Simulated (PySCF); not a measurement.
Record of a relaxation.

CH₈AlAsS.
Bonds: C1–S2, S2–Al3, Al3–As4. Hydrogens: H5, H6, H7 on C1; H8, H9 on Al3; H10, H11, H12 on As4.

Computed by this run: PySCF, PBE0-D3(BJ)/def2-SVP geometry optimisation, gas phase; density fitting, grid level 1; the optimiser is geomeTRIC in internal coordinates, started from a GFN2-xTB structure with every atom displaced at random (about 0.01 Å). 14 of its 19 geometries are shown. The frame can shift and turn from step to step; on so coarse a grid that alone can change the energy by a few meV, and forces under 0.02 eV/Å are noise.

Step 0: E = -79411.9057 eV, largest atomic force 1.260 eV/Å
```
atom  x, y, z in Å  |  force x, y, z in eV/Å
C1     -2.002    0.329    0.286   -0.911   0.041  -0.481
S2     -1.864   -1.442   -0.113   -0.050  -0.135  -0.215
Al3     0.253   -1.542    0.401   -0.015  -0.070   0.252
As4     1.504    0.636   -0.585   -0.787  -0.020   0.469
H5     -2.983    0.484    0.761    0.141   0.089   0.074
H6     -1.220    0.678    0.950    0.320   0.185   0.446
H7     -1.988    0.923   -0.645    0.092  -0.047   0.111
H8      1.265   -2.543   -0.247    0.138  -0.335  -0.210
H9      0.639   -0.889    1.810    0.047   0.126  -0.045
H10     1.586    1.659    0.502   -0.209   0.264   0.336
H11     2.031    1.576   -1.588    0.103   0.417  -0.946
H12     2.819    0.103   -0.245    1.130  -0.517   0.209
```

Step 1: E = -79412.0759 eV, largest atomic force 0.551 eV/Å
```
atom  x, y, z in Å  |  force x, y, z in eV/Å
C1     -2.105    0.338    0.292   -0.071  -0.048   0.017
S2     -1.847   -1.423   -0.138   -0.001   0.042  -0.123
Al3     0.280   -1.552    0.398   -0.015  -0.010   0.077
As4     1.580    0.644   -0.544    0.493   0.161   0.187
H5     -3.097    0.443    0.750   -0.011   0.011   0.043
H6     -1.352    0.713    1.002   -0.051  -0.016   0.043
H7     -2.078    0.950   -0.620    0.041   0.018  -0.013
H8      1.254   -2.603   -0.281   -0.051  -0.105  -0.062
H9      0.696   -0.896    1.800    0.026   0.065  -0.027
H10     1.677    1.718    0.518   -0.160   0.041   0.010
H11     2.072    1.539   -1.671   -0.193  -0.140  -0.102
H12     2.960    0.101   -0.222   -0.005  -0.019  -0.049
```

Step 3: E = -79412.2179 eV, largest atomic force 0.232 eV/Å
```
atom  x, y, z in Å  |  force x, y, z in eV/Å
C1     -2.261    0.288    0.406   -0.026  -0.022   0.078
S2     -1.747   -1.270   -0.404    0.025   0.065   0.038
Al3     0.304   -1.463    0.371    0.055   0.049  -0.117
As4     1.833    0.610   -0.578    0.171  -0.072   0.140
H5     -3.338    0.233    0.620    0.003  -0.010  -0.051
H6     -1.736    0.449    1.360    0.010   0.000  -0.030
H7     -2.077    1.146   -0.258   -0.009   0.000   0.010
H8      1.180   -2.643   -0.241   -0.012   0.012   0.017
H9      0.649   -0.781    1.779   -0.045  -0.035   0.032
H10     1.758    1.861    0.270   -0.066   0.032  -0.064
H11     2.228    1.281   -1.876   -0.098  -0.006  -0.052
H12     3.247    0.261   -0.163   -0.008  -0.013   0.000
```

Step 4: E = -79412.2637 eV, largest atomic force 0.175 eV/Å
```
atom  x, y, z in Å  |  force x, y, z in eV/Å
C1     -2.367    0.250    0.476    0.020   0.007   0.034
S2     -1.644   -1.079   -0.550   -0.029   0.090  -0.024
Al3     0.339   -1.377    0.359    0.172   0.018  -0.026
As4     2.034    0.560   -0.574   -0.102  -0.101   0.099
H5     -3.459    0.130    0.468    0.012  -0.011  -0.030
H6     -2.021    0.192    1.518    0.007   0.015  -0.010
H7     -2.121    1.241    0.069   -0.008  -0.009   0.000
H8      1.133   -2.634   -0.212    0.017   0.023   0.018
H9      0.610   -0.730    1.798   -0.068  -0.066   0.037
H10     1.788    1.892    0.100   -0.011   0.040  -0.096
H11     2.256    1.067   -1.982   -0.023   0.038  -0.002
H12     3.492    0.460   -0.186    0.013  -0.043   0.000
```

Step 6: E = -79412.3055 eV, largest atomic force 0.207 eV/Å
```
atom  x, y, z in Å  |  force x, y, z in eV/Å
C1     -2.344    0.275    0.479    0.022   0.024  -0.032
S2     -1.463   -0.812   -0.694   -0.024  -0.024  -0.102
Al3     0.385   -1.349    0.389    0.064  -0.005   0.115
As4     2.049    0.517   -0.502   -0.119   0.169  -0.013
H5     -3.413    0.203    0.240   -0.018   0.017   0.035
H6     -2.190   -0.033    1.522   -0.002  -0.011   0.013
H7     -2.032    1.323    0.366    0.013   0.015  -0.008
H8      1.198   -2.590   -0.186   -0.012  -0.025  -0.021
H9      0.469   -0.874    1.914   -0.014  -0.042   0.004
H10     1.732    1.935   -0.081    0.004  -0.028   0.069
H11     2.122    0.827   -1.979    0.073  -0.110  -0.005
H12     3.528    0.550   -0.182    0.015   0.020  -0.057
```

Step 7: E = -79412.3187 eV, largest atomic force 0.190 eV/Å
```
atom  x, y, z in Å  |  force x, y, z in eV/Å
C1     -2.285    0.306    0.457    0.027   0.034  -0.034
S2     -1.413   -0.786   -0.720   -0.037  -0.023  -0.068
Al3     0.393   -1.381    0.412    0.019  -0.056   0.098
As4     1.997    0.512   -0.471   -0.012   0.188  -0.024
H5     -3.352    0.274    0.198   -0.018   0.010   0.029
H6     -2.161   -0.025    1.497   -0.005  -0.014   0.008
H7     -1.938    1.345    0.370    0.006   0.008  -0.004
H8      1.223   -2.607   -0.174   -0.024  -0.018  -0.026
H9      0.417   -0.976    1.958   -0.002  -0.013  -0.002
H10     1.637    1.932   -0.097   -0.014  -0.024   0.068
H11     2.040    0.762   -1.959    0.045  -0.105  -0.006
H12     3.481    0.615   -0.186    0.014   0.014  -0.036
```

Step 8: E = -79412.3172 eV, largest atomic force 0.297 eV/Å
```
atom  x, y, z in Å  |  force x, y, z in eV/Å
C1     -2.148    0.388    0.410    0.032   0.033  -0.007
S2     -1.282   -0.714   -0.764    0.029   0.028   0.029
Al3     0.416   -1.449    0.475    0.043  -0.292   0.030
As4     1.957    0.472   -0.407   -0.099   0.116  -0.086
H5     -3.198    0.452    0.094   -0.005  -0.007   0.003
H6     -2.110    0.001    1.437   -0.013  -0.005  -0.004
H7     -1.720    1.401    0.396    0.000  -0.001  -0.006
H8      1.235   -2.673   -0.133   -0.066  -0.014  -0.010
H9      0.322   -1.168    2.043    0.005   0.060  -0.012
H10     1.295    1.788   -0.071    0.109   0.076  -0.054
H11     1.863    0.573   -1.908   -0.033  -0.008  -0.001
H12     3.407    0.902   -0.288   -0.003   0.014   0.118
```

Step 10: E = -79412.3347 eV, largest atomic force 0.054 eV/Å
```
atom  x, y, z in Å  |  force x, y, z in eV/Å
C1     -2.181    0.362    0.419    0.006   0.006  -0.009
S2     -1.387   -0.819   -0.730    0.002   0.004   0.010
Al3     0.387   -1.464    0.443   -0.010  -0.014   0.006
As4     1.924    0.513   -0.430    0.040   0.026   0.025
H5     -3.253    0.388    0.182   -0.004   0.003   0.000
H6     -2.061    0.056    1.467    0.002  -0.002   0.000
H7     -1.773    1.376    0.293    0.002  -0.002  -0.003
H8      1.218   -2.675   -0.170   -0.013   0.001  -0.017
H9      0.365   -1.110    1.999    0.005   0.001  -0.001
H10     1.454    1.907   -0.083   -0.026  -0.005  -0.009
H11     1.946    0.684   -1.928   -0.001  -0.018  -0.002
H12     3.400    0.752   -0.176   -0.003   0.000  -0.002
```

Step 11: E = -79412.3381 eV, largest atomic force 0.033 eV/Å
```
atom  x, y, z in Å  |  force x, y, z in eV/Å
C1     -2.147    0.382    0.409    0.001   0.004  -0.005
S2     -1.357   -0.800   -0.741    0.001   0.010   0.013
Al3     0.390   -1.483    0.455   -0.005  -0.029   0.002
As4     1.909    0.506   -0.411    0.022   0.019   0.016
H5     -3.215    0.432    0.155    0.000   0.001  -0.001
H6     -2.050    0.061    1.455    0.000   0.000   0.000
H7     -1.718    1.389    0.302    0.001  -0.001  -0.001
H8      1.217   -2.692   -0.168   -0.013   0.001  -0.013
H9      0.342   -1.157    2.017    0.005   0.006  -0.002
H10     1.382    1.886   -0.094   -0.018  -0.005  -0.016
H11     1.909    0.635   -1.914    0.001  -0.005  -0.003
H12     3.377    0.812   -0.180    0.003  -0.002   0.011
```

Step 12: E = -79412.3403 eV, largest atomic force 0.034 eV/Å
```
atom  x, y, z in Å  |  force x, y, z in eV/Å
C1     -2.095    0.416    0.395   -0.003  -0.003   0.000
S2     -1.313   -0.769   -0.756   -0.005   0.007   0.009
Al3     0.392   -1.515    0.469    0.009  -0.027   0.005
As4     1.888    0.495   -0.384   -0.022  -0.022  -0.015
H5     -3.154    0.504    0.117    0.002   0.001  -0.003
H6     -2.034    0.072    1.438    0.000   0.001   0.000
H7     -1.633    1.411    0.319    0.001   0.003   0.001
H8      1.212   -2.721   -0.167   -0.015  -0.001  -0.009
H9      0.307   -1.223    2.035    0.007   0.006   0.000
H10     1.258    1.842   -0.119    0.019   0.007  -0.016
H11     1.875    0.558   -1.890    0.013   0.011   0.003
H12     3.335    0.901   -0.172   -0.005   0.016   0.025
```

Step 14: E = -79412.3424 eV, largest atomic force 0.041 eV/Å
```
atom  x, y, z in Å  |  force x, y, z in eV/Å
C1     -2.096    0.423    0.396   -0.001  -0.001   0.002
S2     -1.337   -0.777   -0.754   -0.001   0.001  -0.002
Al3     0.375   -1.527    0.456   -0.015   0.038   0.005
As4     1.887    0.493   -0.378    0.005  -0.030  -0.020
H5     -3.158    0.517    0.130    0.001   0.002  -0.001
H6     -2.025    0.089    1.441   -0.001   0.001  -0.001
H7     -1.628    1.414    0.305    0.001   0.003   0.001
H8      1.184   -2.734   -0.190    0.003  -0.001  -0.005
H9      0.306   -1.222    2.020    0.009  -0.015   0.002
H10     1.267    1.851   -0.149   -0.008  -0.002   0.004
H11     1.939    0.555   -1.884    0.012   0.000   0.003
H12     3.327    0.890   -0.108   -0.005   0.005   0.011
```

Step 15: E = -79412.3433 eV, largest atomic force 0.067 eV/Å
```
atom  x, y, z in Å  |  force x, y, z in eV/Å
C1     -2.089    0.442    0.394    0.000   0.001   0.001
S2     -1.344   -0.763   -0.761   -0.001  -0.004  -0.008
Al3     0.358   -1.538    0.446   -0.021   0.064   0.005
As4     1.888    0.481   -0.365    0.007  -0.029  -0.033
H5     -3.149    0.551    0.125   -0.001   0.003   0.001
H6     -2.025    0.101    1.437   -0.001   0.000   0.000
H7     -1.607    1.427    0.309    0.002   0.003   0.001
H8      1.154   -2.748   -0.211    0.011  -0.002   0.000
H9      0.291   -1.239    2.012    0.008  -0.025   0.003
H10     1.247    1.836   -0.189   -0.010  -0.005   0.017
H11     2.004    0.523   -1.869    0.009  -0.007   0.005
H12     3.312    0.899   -0.043   -0.004   0.001   0.008
```

Step 17: E = -79412.3441 eV, largest atomic force 0.028 eV/Å
```
atom  x, y, z in Å  |  force x, y, z in eV/Å
C1     -2.082    0.484    0.387    0.004   0.006  -0.002
S2     -1.356   -0.724   -0.776   -0.003  -0.008  -0.002
Al3     0.325   -1.545    0.431   -0.009   0.026  -0.006
As4     1.897    0.445   -0.350    0.008  -0.003  -0.015
H5     -3.135    0.624    0.109    0.000   0.005   0.000
H6     -2.038    0.127    1.426   -0.001  -0.001   0.001
H7     -1.574    1.457    0.322    0.002   0.003   0.002
H8      1.100   -2.760   -0.243    0.005  -0.002   0.004
H9      0.262   -1.275    2.002   -0.001  -0.012   0.001
H10     1.235    1.797   -0.237    0.001  -0.003   0.013
H11     2.112    0.461   -1.843   -0.006  -0.006   0.003
H12     3.294    0.880    0.056    0.000  -0.006   0.003
```

Step 18: E = -79412.3441 eV, largest atomic force under 0.02 eV/Å
```
atom  x, y, z in Å  |  force x, y, z in eV/Å
C1     -2.078    0.506    0.383    0.004   0.006  -0.002
S2     -1.368   -0.712   -0.779   -0.004  -0.002   0.004
Al3     0.308   -1.545    0.426    0.005  -0.013  -0.014
As4     1.900    0.424   -0.348    0.006   0.005   0.013
H5     -3.129    0.662    0.104    0.002   0.005  -0.002
H6     -2.041    0.150    1.422   -0.001  -0.001   0.001
H7     -1.556    1.473    0.319    0.001   0.002   0.003
H8      1.077   -2.763   -0.251   -0.005  -0.002   0.002
H9      0.251   -1.291    2.000   -0.006   0.005  -0.001
H10     1.245    1.779   -0.233    0.011  -0.001  -0.002
H11     2.135    0.443   -1.838   -0.013  -0.001   0.001
H12     3.294    0.846    0.080   -0.001  -0.005  -0.003
```

Q: Summarise the path.

A: The energy falls by 10.11 kcal/mol from step 0 to step 18; nine tenths of that is first reached at step 6. It rises by more than 0.2 meV at step 8. The largest force goes from 1.260 to under 0.02 eV/Å. Among the bonds As4–H12 changes most, from 1.459 to 1.518 Å; the atoms move by 0.797 Å rms after alignment.

The cost below is that of the whole optimisation. Hardware: Arm Neoverse V1, one thread, shared host with 32 logical CPUs at a one-minute load of 56. Cost: 2.2 min wall, 0.51 GiB resident at most.
